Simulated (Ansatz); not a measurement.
Relaxation of H4NPSSi (8 atoms, charge 0, multiplicity 1), to a largest force component of 0.015 eV/Å in at most 40 steps.

All numbers below come from RHF/def2-SVP in Ansatz 0.2.0.

```xyz
8
Properties=species:S:1:pos:R:3:forces:R:3
S -1.272 1.423 -0.353 -2.70 1.05 0.21
P 0.678 0.870 -0.673 1.63 -0.03 2.93
N 0.782 1.603 -2.097 -2.79 -4.83 -6.28
Si 1.408 3.051 -1.900 1.61 5.39 3.13
H -1.371 2.403 -1.337 -0.05 -1.03 1.29
H -0.081 1.555 -2.629 1.07 -0.56 -0.70
H 2.751 3.135 -1.355 0.56 0.01 -0.38
H 0.440 3.946 -1.155 0.66 0.00 -0.19
```

Question: Where does it end, and by what steps?

Answer: The run converged. After 16 steps the energy has fallen by 3.363 eV; H6 moved furthest, 0.99 Å.

| step | energy less start (eV) | largest force component (eV/Å) | accepted |
| --- | --- | --- | --- |
| 0 | 0.0000 | 6.282 | yes |
| 1 | -1.3070 | 3.728 | yes |
| 2 | -2.3158 | 3.006 | yes |
| 3 | -2.8445 | 3.069 | yes |
| 4 | -3.1144 | 1.435 | yes |
| 5 | -3.2024 | 1.086 | yes |
| 6 | -3.2779 | 0.642 | yes |
| 7 | -3.1955 | 3.918 | no |
| 8 | -3.3373 | 0.159 | yes |
| 9 | -3.3552 | 0.143 | yes |
| 10 | -3.3591 | 0.098 | yes |
| 11 | -3.3611 | 0.071 | yes |
| 12 | -3.3622 | 0.093 | yes |
| 13 | -3.3626 | 0.056 | yes |
| 14 | -3.3630 | 0.078 | yes |
| 15 | -3.3631 | 0.037 | yes |
| 16 | -3.3631 | 0.009 | yes |

```xyz
8
Properties=species:S:1:pos:R:3
S -1.539 1.333 -0.249
P 0.534 0.978 -0.751
N 0.773 1.589 -2.358
Si 1.341 2.910 -1.458
H -1.668 2.621 -0.584
H 0.588 1.188 -3.255
H 2.779 3.232 -1.467
H 0.526 4.136 -1.378
```

Whether the end is a true minimum wasn't checked by a vibrational analysis.

Run time: 89 s on 1 thread of Intel(R) Xeon(R) Processor @ 2.50GHz (Skylake/Cascade Lake), with other jobs on the host, peak memory 0.17 GiB.
